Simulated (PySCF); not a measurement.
Name the molecule from its bond curve

A diatomic of charge +1 contains Sb. Its triplet curve at UHF-CCSD in a triple-zeta basis (scalar-relativistic core potentials, PySCF), in eV from the separated fragments:

(R (Å), E (eV)): (2.273, -2.084), (2.374, -2.383), (2.450, -2.485), (2.526, -2.509), (2.602, -2.474), (2.703, -2.364), (2.829, -2.161), (2.981, -1.868)

The fit gives ωe = 355 cm⁻¹ and the rotational constant Bₑ = 0.1173 cm⁻¹.

Q: Which atom is the partner?

A: The minimum lies at 2.515 Å, so the reduced mass is 16.8576 u Å² cm⁻¹/(Bₑ·Re²) = 22.72 u. With Sb at 120.90 u the partner weighs about 28.0 u: Si. The molecule is SiSb⁺.

Correlated steps freeze 9 core orbitals. Spin–orbit coupling is left out. The state was picked by a PBE0 search and need not be the measured ground state.
